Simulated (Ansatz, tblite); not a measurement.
Isomers of Be$_{2}$Se$_{2}$ (singlet), found by a short tight-binding search and relaxed with r2SCAN-D4/def2-TZVP in Ansatz.

The xTB rows come from tblite.

Run but left out: HF/def2-TZVP (A: restricted singlet, unstable in another Hartree–Fock run and untested here); HF/def2-TZVPP, MP2/def2-TZVPP, CCSD/def2-TZVPP, CCSD(T)/def2-TZVPP (flagged by the program: other roots).

A: The restricted singlet is unstable towards broken spin symmetry in Hartree–Fock (as tested in another run); at PBE-D4/def2-TZVP, r2SCAN-D4/def2-TZVP, r2SCANh-D4/def2-TZVP, PBE0-D4/def2-TZVP this wasn't settled.

Other spin states were run for one of them alone.

A:

Cartesian coordinates in Å:
```
Be -0.665 -1.390 0.610
Be 0.016 1.257 -1.080
Se 1.020 -0.604 -0.535
Se -0.371 0.737 1.005
```

B:

Cartesian coordinates in Å:
```
Be 0.258 -0.319 -0.914
Be -0.258 0.319 0.914
Se -1.728 -0.349 -0.366
Se 1.728 0.349 0.366
```

Estimate which lies lowest at each level, and how far above it the others are (kJ/mol).


| level | A | B |
| --- | --- | --- |
| GFN1-xTB | 112.2 | 0.0 |
| GFN2-xTB | 278.6 | 0.0 |
| PBE-D4/def2-TZVP | 380.0 | 0.0 |
| r2SCAN-D4/def2-TZVP | 420.7 | 0.0 |
| r2SCANh-D4/def2-TZVP | 432.3 | 0.0 |
| PBE0-D4/def2-TZVP | 425.6 | 0.0 |
Point groups (tolerance 0.1 Å): A C2v, B D2h. Lower isomers may exist.
